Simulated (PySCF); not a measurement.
A geometry optimisation, step by step.

B2BrH5O2Si.
Atom-mapped SMILES: `[BH2:1][O:2][B:3]([Br:4])[O:5][SiH3:6]` (hydrogens: H7, H8 on B1; H9, H10, H11 on Si6)

Computed by this run: PBE0-D3(BJ)/def2-SVP geometry optimisation, gas phase in PySCF; density fitting, grid level 1; the optimiser is geomeTRIC in internal coordinates, started from a GFN2-xTB structure with every atom displaced at random (about 0.01 Å). 9 of its 15 geometries are shown. The frame can shift and turn from step to step; on so coarse a grid that alone can change the energy by a few meV, and forces under 0.02 eV/Å are noise.

Step 0: E = -83424.3456 eV, largest atomic force 1.518 eV/Å
```
atom  x, y, z in Å  |  force x, y, z in eV/Å
B1      2.764   -0.467    0.427   -0.573   1.152  -0.726
O2      1.499   -0.356    0.009    0.602   0.050   0.543
B3      0.248   -0.303   -0.423    0.740  -0.452  -0.582
Br4    -0.051   -1.092   -2.126   -0.327  -0.426  -0.969
O5     -0.723    0.249    0.250    0.359   0.309   0.722
Si6    -2.299    0.654    0.399   -0.229  -0.229   0.498
H7      3.076   -1.386    1.050    0.411  -1.228   0.793
H8      3.514    0.424    0.142    0.252   0.159  -0.048
H9     -2.564    0.327    1.817   -0.424   0.128   0.139
H10    -2.330    2.072    0.092   -0.361   0.763  -0.068
H11    -3.098   -0.148   -0.525   -0.450  -0.226  -0.303
```

Step 2: E = -83424.5599 eV, largest atomic force 0.201 eV/Å
```
atom  x, y, z in Å  |  force x, y, z in eV/Å
B1      3.098   -1.169   -0.891    0.073  -0.019   0.061
O2      1.836   -1.079   -1.319   -0.018   0.027   0.066
B3      0.578   -1.022   -1.762   -0.088  -0.035  -0.073
Br4     0.205   -1.820   -3.491   -0.047  -0.011  -0.042
O5     -0.393   -0.441   -1.048    0.156   0.034   0.121
Si6    -2.013   -0.037   -0.964   -0.040  -0.006  -0.052
H7      3.431   -2.132   -0.234   -0.040   0.028  -0.040
H8      3.871   -0.279   -1.168   -0.002   0.006  -0.015
H9     -2.457   -0.290    0.433    0.009  -0.020  -0.003
H10    -2.147    1.412   -1.280    0.003  -0.010  -0.022
H11    -2.798   -0.864   -1.922   -0.006   0.005  -0.002
```

Step 4: E = -83424.5671 eV, largest atomic force 0.191 eV/Å
```
atom  x, y, z in Å  |  force x, y, z in eV/Å
B1      3.107   -1.173   -0.895   -0.060   0.074  -0.083
O2      1.837   -1.072   -1.304    0.015  -0.007   0.007
B3      0.573   -1.006   -1.730    0.041  -0.032  -0.070
Br4     0.146   -1.786   -3.455    0.019  -0.025  -0.043
O5     -0.377   -0.418   -0.997    0.077   0.058   0.166
Si6    -2.007   -0.042   -0.972   -0.081  -0.033  -0.048
H7      3.435   -2.142   -0.255    0.023  -0.061   0.047
H8      3.880   -0.287   -1.184   -0.004  -0.010   0.011
H9     -2.481   -0.300    0.413   -0.014   0.022  -0.001
H10    -2.152    1.397   -1.320   -0.011   0.015   0.010
H11    -2.749   -0.891   -1.945   -0.004   0.000   0.005
```

Step 5: E = -83424.5702 eV, largest atomic force 0.129 eV/Å
```
atom  x, y, z in Å  |  force x, y, z in eV/Å
B1      3.120   -1.187   -0.915   -0.098   0.015  -0.018
O2      1.840   -1.056   -1.286    0.000   0.046   0.034
B3      0.568   -0.968   -1.680    0.081  -0.035  -0.094
Br4     0.117   -1.728   -3.414   -0.008   0.022   0.028
O5     -0.360   -0.373   -0.918    0.011  -0.040   0.022
Si6    -2.008   -0.052   -0.979   -0.066   0.006  -0.037
H7      3.437   -2.176   -0.298    0.056  -0.023   0.018
H8      3.900   -0.310   -1.208    0.009  -0.015   0.001
H9     -2.535   -0.282    0.392    0.002   0.028   0.007
H10    -2.185    1.368   -1.386   -0.002   0.007   0.022
H11    -2.683   -0.954   -1.953    0.016  -0.011   0.017
```

Step 7: E = -83424.5725 eV, largest atomic force 0.058 eV/Å
```
atom  x, y, z in Å  |  force x, y, z in eV/Å
B1      3.114   -1.194   -0.906    0.024  -0.017  -0.010
O2      1.840   -1.054   -1.288    0.000  -0.004   0.021
B3      0.573   -0.960   -1.698   -0.020   0.041  -0.010
Br4     0.133   -1.684   -3.448   -0.006   0.007   0.009
O5     -0.360   -0.375   -0.933   -0.018  -0.055   0.007
Si6    -2.012   -0.059   -0.977    0.029   0.020  -0.008
H7      3.437   -2.193   -0.303   -0.018   0.015  -0.007
H8      3.899   -0.316   -1.179    0.004   0.005   0.004
H9     -2.515   -0.237    0.411    0.006   0.002   0.001
H10    -2.202    1.350   -1.417   -0.001  -0.006  -0.009
H11    -2.696   -0.998   -1.907    0.001  -0.009   0.002
```

Step 9: E = -83424.5754 eV, largest atomic force 0.497 eV/Å
```
atom  x, y, z in Å  |  force x, y, z in eV/Å
B1      3.097   -1.280   -0.920    0.240  -0.312   0.109
O2      1.848   -0.963   -1.261   -0.061   0.142  -0.133
B3      0.603   -0.740   -1.686   -0.126   0.283   0.388
Br4     0.191   -1.045   -3.549   -0.058  -0.083  -0.178
O5     -0.340   -0.278   -0.840   -0.064  -0.234  -0.144
Si6    -2.027   -0.174   -0.964    0.292   0.254   0.108
H7      3.313   -2.418   -0.555    0.009   0.077  -0.008
H8      3.981   -0.454   -0.978   -0.128   0.066  -0.023
H9     -2.502    0.230    0.386   -0.008  -0.089   0.022
H10    -2.390    0.904   -1.924   -0.023  -0.094  -0.096
H11    -2.564   -1.503   -1.354   -0.074  -0.011  -0.044
```

Step 10: E = -83424.5838 eV, largest atomic force 0.253 eV/Å
```
atom  x, y, z in Å  |  force x, y, z in eV/Å
B1      3.108   -1.252   -0.914    0.123  -0.149   0.084
O2      1.847   -0.996   -1.273   -0.040   0.099  -0.085
B3      0.594   -0.817   -1.694   -0.070   0.140   0.198
Br4     0.168   -1.270   -3.529   -0.032  -0.034  -0.100
O5     -0.348   -0.321   -0.873   -0.023  -0.128  -0.021
Si6    -2.023   -0.130   -0.966    0.159   0.096   0.042
H7      3.362   -2.348   -0.464    0.012   0.029  -0.012
H8      3.954   -0.395   -1.038   -0.072   0.027  -0.023
H9     -2.490    0.066    0.433    0.001  -0.043  -0.002
H10    -2.332    1.092   -1.759   -0.012  -0.040  -0.067
H11    -2.628   -1.348   -1.566   -0.047   0.004  -0.014
```

Step 12: E = -83424.5964 eV, largest atomic force 0.139 eV/Å
```
atom  x, y, z in Å  |  force x, y, z in eV/Å
B1      3.129   -1.248   -0.941   -0.061   0.070   0.022
O2      1.853   -0.973   -1.238   -0.002  -0.007  -0.010
B3      0.586   -0.796   -1.616    0.072  -0.052  -0.107
Br4     0.142   -1.072   -3.495    0.029  -0.006   0.024
O5     -0.370   -0.437   -0.749   -0.007   0.024   0.044
Si6    -2.023   -0.174   -0.968   -0.109  -0.007  -0.017
H7      3.425   -2.379   -0.635    0.011  -0.031  -0.004
H8      3.930   -0.344   -0.978    0.030  -0.017  -0.004
H9     -2.548    0.190    0.373    0.001   0.018   0.003
H10    -2.236    0.933   -1.941    0.014   0.015   0.030
H11    -2.676   -1.420   -1.458    0.023  -0.005   0.018
```

Step 14: E = -83424.5983 eV, largest atomic force 0.026 eV/Å
```
atom  x, y, z in Å  |  force x, y, z in eV/Å
B1      3.123   -1.247   -0.930   -0.015   0.001   0.001
O2      1.852   -0.975   -1.251    0.016   0.016  -0.012
B3      0.589   -0.803   -1.642    0.000  -0.010  -0.021
Br4     0.159   -1.118   -3.515    0.003  -0.004   0.013
O5     -0.367   -0.419   -0.784    0.002  -0.007   0.016
Si6    -2.026   -0.164   -0.965   -0.015   0.000  -0.006
H7      3.410   -2.375   -0.599    0.000  -0.002   0.002
H8      3.935   -0.352   -0.981    0.004  -0.001   0.003
H9     -2.529    0.172    0.393    0.001   0.005  -0.001
H10    -2.261    0.967   -1.903    0.002   0.003   0.001
H11    -2.675   -1.406   -1.467    0.002  -0.001   0.004
```

Q: Summarise the path.

A: The energy falls by 0.2527 eV from step 0 to step 14; nine tenths of that is first reached at step 8. It rises by more than 0.2 meV at step 9. The largest force goes from 1.518 to 0.026 eV/Å. Among the bonds B1–H7 changes most, from 1.153 to 1.210 Å; the atoms move by 0.467 Å rms after alignment.

Q: Follow the three bonds and two angles with the largest change from start to end.

A: 
```tsv
step	E above end (eV)	largest force (eV/Å)	B1–H7 (Å)	O5–Si6 (Å)	B3–Br4 (Å)	B3–O5–Si6 (°)	O5–Si6–H10 (°)
0	0.2527	1.518	1.153	1.634	1.900	150.5	104.1
1	0.0498	0.428	1.221	1.675	1.957	148.0	108.4
2	0.0384	0.201	1.213	1.672	1.940	146.6	108.1
3	0.0349	0.235	1.207	1.671	1.937	144.9	108.0
4	0.0312	0.191	1.207	1.673	1.941	143.1	108.0
5	0.0281	0.129	1.208	1.680	1.946	138.0	108.0
6	0.0268	0.048	1.210	1.681	1.945	138.4	108.1
7	0.0258	0.058	1.211	1.682	1.944	138.6	108.1
8	0.0222	0.214	1.213	1.686	1.939	136.9	108.5
9	0.0229	0.497	1.215	1.694	1.932	132.2	109.5
10	0.0146	0.253	1.212	1.688	1.938	134.7	109.2
11	0.0095	0.166	1.211	1.688	1.940	133.9	109.3
12	0.0019	0.139	1.208	1.687	1.950	131.0	110.0
13	0.0003	0.046	1.210	1.687	1.948	132.8	109.7
14	0.0000	0.026	1.210	1.687	1.947	132.5	109.7
```

What follows is the cost of the whole optimisation. The run took 2.2 min wall on an Arm Neoverse V1 with one thread, shared host, and the process peaked at 0.55 GiB of memory.
